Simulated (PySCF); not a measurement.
# Calculated NMR parameters of C=C(CC)O[SiH2]O

```
Formula                               : C4H10O2Si
SMILES                                : C=C(CC)O[SiH2]O
InChI                                 : InChI=1S/C4H10O2Si/c1-3-4(2)6-7-5/h5H,2-3,7H2,1H3
Point group of the computed structure : C1
Degrees of unsaturation               : 1
Carbon signals                        : 4
Proton signals                        : 6
```

Mapped SMILES: `[CH2:1]=[C:2]([CH2:3][CH3:4])[O:5][SiH2:6][OH:7]`. Each H is labelled by its parent atom. Ha(C1) is cis to C3; Hb(C1) is trans to C3.

- GIAO PBE0/pcSseg-1 shieldings
- coordinates at the GFN2-xTB level
- run in PySCF
- a single conformation, averaged over atoms made equivalent by symmetry, fast rotation or ring inversion, gas phase, non-relativistic

Shifts are taken against calculated references (same method and geometry level): ¹H (σ = 31.72 ppm), ¹³C (σ = 186.93 ppm), ²⁹Si (σ = 349.16 ppm) vs TMS; ¹⁷O (σ = 336.08 ppm) vs H2O.

```tsv
carbon	δC, type	δH (multiplicity)	HMBC from (2–3 bonds)	span of the C tensor (ppm)
C1	92.8, CH2	Ha(C1) 4.43 (m); Hb(C1) 4.44 (m)	H(C3)	150
C2	169.6, C	–	H(Si6), Hb(C1), Ha(C1), H(C3), H(C4)	205
C3	35.5, CH2	2.12 (q)	Hb(C1), Ha(C1), H(C4)	36
C4	16.1, CH3	1.22 (t)	H(C3)	30
```

Other nuclei:
```
 atoms  nucleus                          environment  δ (ppm)  σ (ppm)
H(Si6)       ¹H  hydrogen on a silicon bonded to 2 O     4.85    26.86
 H(O7)       ¹H   hydrogen on an oxygen bonded to Si     1.95    29.77
   Si6     ²⁹Si           silicon bonded to 2 O, 2 H    -40.4    389.6
    O5      ¹⁷O               oxygen bonded to C, Si    147.8    188.2
    O7      ¹⁷O               oxygen bonded to Si, H     50.1    286.0
```

Carbon types of the structure: 1 × C, 2 × CH2, 1 × CH3, leaving 3 H on heteroatoms. δC 169.6: alkene carbon bearing oxygen; an sp2 carbon further deshielded by the attached heteroatom. δC 92.8: β carbon of an enol-ether or enamine type C=C; the O or N lone pair pushes π density onto this β carbon and shields it. δC 35.5: allylic sp3 CH2; saturated and bonded to C and H only. δC 16.1: methyl carbon; aliphatic region, no heteroatom directly attached. δH 4.44, 4.43: hydrogen on a β carbon of an enol-ether or enamine type C=C; lone-pair donation from O or N shields it, upfield of ordinary alkene protons.

OH/NH shifts are gas-phase values; hydrogen bonding in solution moves them, usually downfield. Shifts are as computed. Against solution values, carbons near 30 ppm lie about +3 ppm off and those near 130 ppm about +5 ppm. Of 1211 compounds with measured shifts, 218 miss one by over three times the rms of a fit or turn the order of signals round; such compounds aren't used in these exercises. Experimental scales use liquid or dissolved standards, which lie at an offset from isolated H2O (liquid H2O: subtract about 36 ppm). Multiplicities follow the n + 1 count of equivalent neighbours, as no J values were calculated; m marks all less simple cases, F and P coupling included.
